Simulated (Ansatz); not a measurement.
Geometry optimisation, RKS PBE0-D4/def2-SVP (Ansatz).

The input (input.yaml):

```yaml
crystal:
  periodic: [false, false, false]
  atoms:
    - { symbol: O, position_ang: [-0.22052, 2.03011, -0.28913] }
    - { symbol: Se, position_ang: [0.85722, 0.72776, -0.81428] }
    - { symbol: O, position_ang: [1.40819, 1.43011, -2.44037] }
    - { symbol: S, position_ang: [2.72964, 2.403, -2.61812] }
    - { symbol: H, position_ang: [-1.12874, 1.8832, -0.57554] }
    - { symbol: H, position_ang: [3.5965, 1.44892, -3.00841] }
basis:
  gaussian: { orbitals: def2-SVP }
hamiltonian:
  xc: pbe0
  dispersion: d4
relax:
  f_tol: 0.015
  max_steps: 40
```

Launched with:

```bash
$ ansatz run input.yaml --threads 1 --pin off --max-ram 2048MiB --backend cpu --events-out ev --progress --plain --runs-dir out
```

**Question.** Where does it end, and by what steps?

**Answer.** The run converged. After 8 steps the energy has fallen by 0.083 eV; H6 moved furthest, 0.21 Å.

```
step  energy less start (eV)  largest force component (eV/Å)  accepted
   0                  0.0000                           0.926       yes
   1                 -0.0200                           1.370       yes
   2                 -0.0507                           1.316       yes
   3                 -0.0600                           0.699       yes
   4                 -0.0679                           0.588       yes
   5                 -0.0740                           0.375       yes
   6                 -0.0830                           0.087       yes
   7                 -0.0834                           0.018       yes
   8                 -0.0834                           0.011       yes
```

```xyz
6
Properties=species:S:1:pos:R:3
O -0.098 2.036 -0.257
Se 0.848 0.663 -0.885
O 1.319 1.296 -2.517
S 2.575 2.420 -2.630
H -0.985 1.977 -0.639
H 3.583 1.531 -2.818
```

Whether the end is a true minimum wasn't checked by a vibrational analysis.

Run time: 75 s on 1 thread of Intel(R) Xeon(R) Processor @ 2.50GHz (Skylake/Cascade Lake), with other jobs on the host, peak memory 0.2 GiB.
